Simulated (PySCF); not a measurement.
## Polarisability and C₆ of Sr (strontium, neutral)

[Kr] 5s1 5p1, high-spin 3P determinant (an excited configuration). Computed with PySCF 2.14 in aug-cc-pVTZ-X2C, with the spin-free X2C one-electron Hamiltonian (Gaussian nucleus). Coupled (time-dependent) response in atomic units; α is the mean over directions.

```csv
method,mean α (bohr³),"α xx, yy, zz",C₆ (like pair),S(−4)
UHF,387.0,"370.7, 419.6, 370.7",5903,234400
PBE0,1764,"2311, 670.8, 2311",9511,340300000
```

S(−4) is the Cauchy moment in α(ω) = α(0) + S(−4) ω² + …

Spin-orbit coupling is absent.

α(iu) at UHF:

```csv
u (hartree),α(iu) (bohr³)
0,387.0
0.0500,192.1
0.100,101.4
0.200,42.72
0.300,24.35
0.500,12.29
0.750,7.374
1.00,5.103
1.50,2.889
2.00,1.837
3.00,0.9115
5.00,0.3519
```

A single London oscillator, α(iu) = α/(1 + u²/ω²), gives C₆ = (3/4) ω α². Matching the computed C₆ needs ω = 4 × 5903 / (3 × 387.0²) = 0.0526 hartree.

The components differ because the open shell of this determinant is not spherical; for a pure term their mean is the scalar polarisability.
